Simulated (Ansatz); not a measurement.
Li⁺ ··· AlF₃

The pair of Li⁺ (SMILES [Li+], atom 1) and AlF₃ (SMILES F[Al](F)F, atoms 2–5), both closed shells, in one local arrangement (a lower one may exist), relaxed at PBE0-D4/def2-TZVP:

Li1  (0.284, -0.376, -2.649)
F2  (1.012, 1.111, 1.390)
Al3  (-0.082, 0.109, 0.765)
F4  (0.097, -0.129, -0.907)
F5  (-1.311, -0.715, 1.401)
(Å)

Ansatz 0.2.0; basis: def2-TZVPPD, with def2-QZVPPD for the basis limit; cores frozen in the correlated methods. The outer core shell of Li, Na, Mg and K is correlated. B3LYP uses VWN-RPA correlation. Extrapolation: Hartree–Fock as exp(−7.88 √X), correlation as X^−2.97. Interaction energies count from these two fragments, frozen as in the pair, with the counterpoise correction; negative means bound.

Question: What is the interaction energy by CCSD(T) at an estimated basis limit (MP2 extrapolated from triple and quadruple zeta, plus CCSD(T) − MP2 in triple zeta)? (Judge from chemistry; the value comes from the calculation.)

Answer: By the calculation: -121.0 kJ/mol. Hartree–Fock alone gives -127.4 kJ/mol at the basis limit. It counts from the two fragments frozen as in the pair.

The same quantity by other methods in triple zeta, and each one's difference from that estimate:
```tsv
method	E_int (kJ/mol)	difference
PBE-D4	-118.6	2.4
revPBE-D4	-116.0	5.0
BLYP-D4	-121.2	-0.2
r2SCAN-D4	-114.7	6.3
B97M-V	-118.4	2.6
PBE0-D4	-121.6	-0.6
B3LYP-D4	-124.2	-3.2
HSE06-D4	-121.7	-0.7
wB97X-V	-118.6	2.4
wB97M-V	-119.3	1.8
B2PLYP	-121.3	-0.3
HF	-124.4	-3.4
MP2	-116.0	5.0
CCSD	-118.5	2.5
CCSD(T)	-117.0	4.0
```
Differences are method less estimate.

Question: Which atoms make the shortest contact between the fragments?

Answer: Li1 and F4, 1.77 Å apart.

Energy to bend the free fragments (PBE0-D4 minima) into their shapes in the pair, CCSD(T)/def2-TZVPPD: AlF₃ 15.2 kJ/mol. This must be added to the interaction energy to get the binding energy from relaxed fragments.

Basis-set superposition shift (counterpoise-corrected less uncorrected): CCSD(T) 1.7; MP2 1.5; HF 0.3; PBE0-D4 0.4; wB97M-V 0.4 kJ/mol.

No T1 diagnostic of these runs exceeds 0.014.

For scale, one of the runs: CCSD(T)/def2-TZVPPD, 190 basis functions, launched by `ansatz run in.yaml --threads 2 --pin off --events-out ev --progress --plain --max-ram 5222MiB`. Time: 74 s of wall clock on 2 CPU threads of an Arm Neoverse V1; the host was shared. Peak host memory: 2.2 GiB.
